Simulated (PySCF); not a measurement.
## Atomic charges against the basis set

Species: trichlorosilane, Cl3HSi.
Atom-mapped SMILES: `[Cl:1][SiH:2]([Cl:3])[Cl:4]` (hydrogens: H5 on Si2)

PBE0 throughout (PySCF), one geometry, spherical d and f functions. Isolated species at its PBE0-D3(BJ)/def2-SVP geometry, gas phase. Atoms taken as equivalent share a column and are averaged.

Mulliken charges (e):

```csv
basis,functions,Cl1/Cl3/Cl4,Si2,H5
STO-3G,37,-0.273,+0.859,-0.040
6-31G,54,-0.197,+0.613,-0.024
pcSseg-0,54,-0.309,+0.897,+0.032
6-31G*,74,-0.192,+0.583,-0.007
def2-SVP,77,-0.214,+0.677,-0.036
cc-pVDZ,77,-0.168,+0.500,+0.004
pcSseg-1,101,-0.269,+0.835,-0.028
aug-cc-pVDZ,117,-0.329,+0.780,+0.205
"6-311+G(2d,p)",146,-0.164,+0.500,-0.009
cc-pVTZ,150,-0.167,+0.501,0.000
def2-TZVP,154,-0.191,+0.560,+0.014
IGLO-III,186,-0.333,+1.146,-0.147
```

IAO charges (e):

| basis | functions | Cl1/Cl3/Cl4 | Si2 | H5 |
| --- | --- | --- | --- | --- |
| STO-3G | 37 | -0.236 | +0.769 | -0.059 |
| 6-31G | 54 | -0.233 | +0.747 | -0.048 |
| pcSseg-0 | 54 | -0.233 | +0.752 | -0.053 |
| 6-31G* | 74 | -0.275 | +0.926 | -0.101 |
| def2-SVP | 77 | -0.275 | +0.940 | -0.114 |
| cc-pVDZ | 77 | -0.277 | +0.934 | -0.103 |
| pcSseg-1 | 101 | -0.279 | +0.945 | -0.108 |
| aug-cc-pVDZ | 117 | -0.281 | +0.943 | -0.101 |
| 6-311+G(2d,p) | 146 | -0.284 | +0.962 | -0.110 |
| cc-pVTZ | 150 | -0.287 | +0.974 | -0.112 |
| def2-TZVP | 154 | -0.289 | +0.983 | -0.117 |
| IGLO-III | 186 | -0.284 | +0.964 | -0.113 |

Hirshfeld charges (e):

```tsv
basis	functions	Cl1/Cl3/Cl4	Si2	H5
STO-3G	37	-0.219	+0.686	-0.030
6-31G	54	-0.112	+0.366	-0.031
pcSseg-0	54	-0.114	+0.388	-0.045
6-31G*	74	-0.104	+0.353	-0.041
def2-SVP	77	-0.093	+0.337	-0.058
cc-pVDZ	77	-0.098	+0.347	-0.051
pcSseg-1	101	-0.104	+0.363	-0.052
aug-cc-pVDZ	117	-0.098	+0.347	-0.051
6-311+G(2d,p)	146	-0.096	+0.338	-0.051
cc-pVTZ	150	-0.096	+0.340	-0.051
def2-TZVP	154	-0.094	+0.336	-0.053
IGLO-III	186	-0.090	+0.325	-0.054
```

ESP-fitted charges (e):

| basis | functions | Cl1/Cl3/Cl4 | Si2 | H5 |
| --- | --- | --- | --- | --- |
| STO-3G | 37 | -0.263 | +0.845 | -0.055 |
| 6-31G | 54 | -0.187 | +0.552 | +0.008 |
| pcSseg-0 | 54 | -0.230 | +0.742 | -0.051 |
| 6-31G* | 74 | -0.072 | +0.140 | +0.076 |
| def2-SVP | 77 | -0.054 | +0.096 | +0.067 |
| cc-pVDZ | 77 | -0.041 | +0.028 | +0.093 |
| pcSseg-1 | 101 | -0.074 | +0.153 | +0.070 |
| aug-cc-pVDZ | 117 | -0.017 | -0.068 | +0.119 |
| 6-311+G(2d,p) | 146 | -0.004 | -0.117 | +0.127 |
| cc-pVTZ | 150 | -0.023 | -0.032 | +0.101 |
| def2-TZVP | 154 | -0.014 | -0.065 | +0.107 |
| IGLO-III | 186 | +0.026 | -0.229 | +0.151 |

**Question.** Which scheme is steadiest as the basis changes?

**Answer.** Largest range over the bases for any column: IAO 0.24 e, Hirshfeld 0.36 e, Mulliken 0.65 e, ESP-fitted 1.07 e. IAO charges move least and ESP-fitted charges most, counted in e. Without the minimal STO-3G basis the ranges are IAO 0.24, Hirshfeld 0.06, Mulliken 0.65, ESP-fitted 0.97 e.

**Question.** How much do the charges still move between the two largest bases, def2-TZVP and IGLO-III?

**Answer.** At most, over all atoms: Mulliken 0.586 e, IAO 0.020 e, Hirshfeld 0.011 e, ESP-fitted 0.164 e.

**Question.** What do the same runs give for the total energy, the frontier levels and the dipole moment?

**Answer.** 
```csv
basis,energy (Eh),HOMO (eV),LUMO (eV),μ (D)
STO-3G,-1651.9324,-7.81,1.68,2.17
6-31G,-1670.0669,-9.75,-1.05,1.85
pcSseg-0,-1668.3012,-9.84,-0.91,1.89
6-31G*,-1670.1875,-9.46,-0.29,1.21
def2-SVP,-1669.7429,-9.26,0.18,0.98
cc-pVDZ,-1670.2776,-9.33,-0.13,1.03
pcSseg-1,-1670.1991,-9.53,-0.26,1.18
aug-cc-pVDZ,-1670.2868,-9.42,-0.59,0.97
"6-311+G(2d,p)",-1670.3183,-9.40,-0.56,0.89
cc-pVTZ,-1670.3486,-9.40,-0.21,0.91
def2-TZVP,-1670.3281,-9.38,-0.22,0.86
IGLO-III,-1670.3045,-9.26,-0.19,0.78
```

The dipole is fixed by the density alone, so its range of 1.39 D shows that the density itself changes with the basis, not only its division among atoms.
